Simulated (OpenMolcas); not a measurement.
## Sc²⁺: the spin-orbit constant, worked from levels

```yaml
Program: OpenMolcas 26.06
Basis: ANO-R2 [6s5p4d2f1g]
Scalar_Hamiltonian: X2C, finite nucleus
Active_space: 1 electron in 6 orbitals (3d 4s)
State_averaging: 2S+1 = 2 even, 6 roots
Spin-orbit_coupling: state interaction with AMFI integrals over the reference wave functions, term energies averaged over their components
```

Methods: CASSCF; SS-CASPT2, IPEA 0.25 Eh, imaginary shift 0.1 Eh (closed shells correlated: 3s 3p). Measured levels: Sugar and Corliss, J. Phys. Chem. Ref. Data 9, 473 (1980).

**The spin-orbit constant.** For the Hund term 2D of d1, E(J) = (A/2) J(J+1) + constant and ζ = 2S·A = A. From J = 3/2 to J = 5/2 the energy changes by 2.5 A.

```
   Source  E(5/2) - E(3/2)     A   ζ
   CASSCF            199.5  79.8  80
SS-CASPT2            199.5  79.8  80
 measured            197.6  79.0  79
```

All in cm-1. SS-CASPT2 is off by +1.0 % and CASSCF by +1.0 %. Both methods take the spin-orbit matrix elements from the reference wave functions, so the second can move ζ only through the term energies and any multistate remixing.

With one active electron the reference holds no correlation, so core polarisation is missing (holds for CASSCF). With one active electron, CASPT2 adds the correlation within the correlated inactive shells and between them and that electron, and leaves the splitting within a term as the reference gives it (holds for SS-CASPT2). Measured partners are found by configuration, term and J. A level has none where our copy of the source lacks it or the pairing is in doubt (some pairs that miss far off the trend of their configuration count as doubtful), and it then counts in no deviation. Only configurations of the active space appear.
